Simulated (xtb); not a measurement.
4-methylidene-2,3-dihydropyrrole (C5H7N), SMILES C=C1C=NCC1. All values are semi-empirical tight-binding results from xtb (GFN2-xTB unless named), good for trends rather than for accurate numbers. The structure is a stationary point at GFN2-xTB. One conformer was computed; it need not be the lowest.

Computed properties:
* **point group as xtb finds it**: Cs
* **orbital gap**: 3.03 eV
* **dipole moment**: 2.04 D
* **zero-point energy**: 67.2 kcal/mol
* **G − E(el) at 298.15 K (modified RRHO)**: 49.2 kcal/mol
* **static polarisability (D4 model)**: 63.8 bohr³
* **solvation energy, GFN2-xTB/ALPB(water)**: -2.7 kcal/mol
* **solvation energy, GFN2-xTB/ALPB(toluene)**: -4.5 kcal/mol

Computed IR lines (harmonic; lines under 4 % of the strongest left out, lines within 3 cm⁻¹ merged):
ν (cm⁻¹): 287 (w), 513 (m), 789 (m), 816 (w), 884 (m), 894 (m), 909 (m), 938 (m), 997 (m), 1021 (w), 1026 (vs), 1230 (m), 1266 (m), 1279 (w), 1466 (m), 1657 (vs), 1713 (m), 2946 (m), 2974 (s), 2983 (vs), 3000 (s), 3102 (vs), 3128 (vs) (against the strongest line: vs over 80 %, s over 45 %, m over 15 %, w over 4 %, vw less)
